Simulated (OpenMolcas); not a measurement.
Pt2+ with 2 ligands (chloride) in linear coordination (D∞h) at 2.3 Å. Ligand basis ANO-RCC-VDZP.

```
Program             : OpenMolcas 26.06
Method              : CASSCF
Basis               : ANO-RCC-VTZP [8s7p5d3f1g]
Scalar Hamiltonian  : DKH2, point nucleus
Active space        : 8 electrons in 5 orbitals (5d)
State averaging     : 2S+1 = 3 even, 10 roots; 2S+1 = 1 even, 15 roots
Spin-orbit coupling : state interaction with AMFI integrals over the reference wave functions
```

(1) What is the spin-free ground state (labels by Λ)?

(2) Where is the first state of the same spin?

(3) What are the lowest two levels with spin-orbit coupling?

(4) What is χT at 300 K, and how does it compare with the textbook value?

Results:

(1) 3Π, 2-fold in its orbital part; it has the highest spin that d8 allows.

(2) 3Σ at 191 cm-1 above the ground state. The two act as a nearly degenerate pair, with unquenched orbital momentum.

(3) A 1-fold level, then a 2-fold level 65.5 cm-1 above it. Their leading multiplicities are 3 (91 %) and 3 (92 %).

(4) The lowest level has 2S+1 = 3, for which the spin-only value is χT = S(S+1) / 2 = 1.000 cm3 K/mol (g = 2). The computed 2.482 at 300 K differs by +1.482, through orbital momentum, spin-orbit coupling and any other state in reach.

Spin-orbit coupling mixes the spin-free states strongly: the lowest level takes only 47 % from its leading state, 3Σ, which lies 191 cm-1 above the lowest spin-free state. Without dynamic correlation the repulsion within the d shell is too large (B by tens of per cent), so at a given field states of lower spin stand too high. Real 4d8 and 5d8 ions are as a rule square planar and diamagnetic. The least metal-like active orbital is 67 % on the metal (Löwdin) and no ligand orbital is active, so the numbers are rough. Ligand-to-metal charge-transfer states are missing. With no ligand orbital active B as a rule stays too high, so bands that hang on it stand too high and its fall with covalency is understated. No measured value stands beside these numbers; the geometry was imposed, not optimised, and the real ion may take another.
